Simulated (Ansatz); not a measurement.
`[CH3][AlH][B](C)F` + `N=CBO` → `CB(F)BC=N` + `[CH3][AlH][OH]`  (redistribution)

Computed with Ansatz on PBE0-D4/def2-TZVP structures; ΔE is electronic, products minus reactants. CCSD(T)/CBS is the MP2 limit (def2-TZVPP, def2-QZVPP) plus CCSD(T) − MP2 in def2-TZVPP, frozen cores. One conformer a species, not always the lowest.

`[CH3][AlH][B](C)F`:

Z-matrix (Å, degrees):
```
C
Al 1 1.960
H 1 1.096 2 110.3
H 1 1.092 2 114.1 3 -121.6
H 1 1.096 2 110.3 3 116.8
B 2 2.170 1 123.2 3 123.1
H 2 1.599 1 117.0 3 -58.0
F 6 1.341 2 117.2 1 -88.9
C 6 1.565 2 126.2 1 89.9
H 9 1.094 6 113.6 2 171.9
H 9 1.099 6 108.5 2 -67.8
H 9 1.095 6 111.6 2 47.8
```

`N=CBO`:

Cartesian coordinates in Å:
```
N 0.327 -0.242 -1.290
C 0.229 -0.696 -0.105
B -0.297 0.344 0.980
O -0.575 1.573 0.526
H 0.666 -0.933 -1.959
H 0.491 -1.733 0.140
H -0.451 0.094 2.139
H -0.392 1.593 -0.430
```

`CB(F)BC=N`:

Z-matrix (Å, degrees):
```
C
B 1 1.562
H 1 1.091 2 114.5
H 1 1.094 2 111.1 3 -124.3
H 1 1.098 2 107.8 3 119.4
F 2 1.341 1 117.1 3 165.2
B 2 1.689 1 124.5 3 -17.4
C 7 1.556 2 121.6 1 -100.0
H 7 1.201 2 121.6 1 82.2
N 8 1.277 7 120.5 2 -61.1
H 8 1.096 7 123.0 2 126.7
H 10 1.025 8 111.4 7 8.5
```

`[CH3][AlH][OH]`:

Z-matrix (Å, degrees):
```
C
Al 1 1.941
H 1 1.092 2 111.9
H 1 1.095 2 111.0 3 120.7
H 1 1.095 2 111.2 3 -121.1
O 2 1.701 1 117.6 3 -3.3
H 2 1.589 1 124.2 3 176.8
H 6 0.956 2 122.5 1 -179.8
```

```tsv
level	ΔE (kcal/mol)
MP2/def2-QZVPP	-2.2
MP2/CBS(def2)	-2.4
```

(1) What does CCSD(T)/CBS give? (Best estimate.)

Largest T1 diagnostic among the species: 0.015.

Results:

(1) The calculation gave: -1.0 kcal/mol. The listed levels differ from it by -1.2, -1.4 kcal/mol.
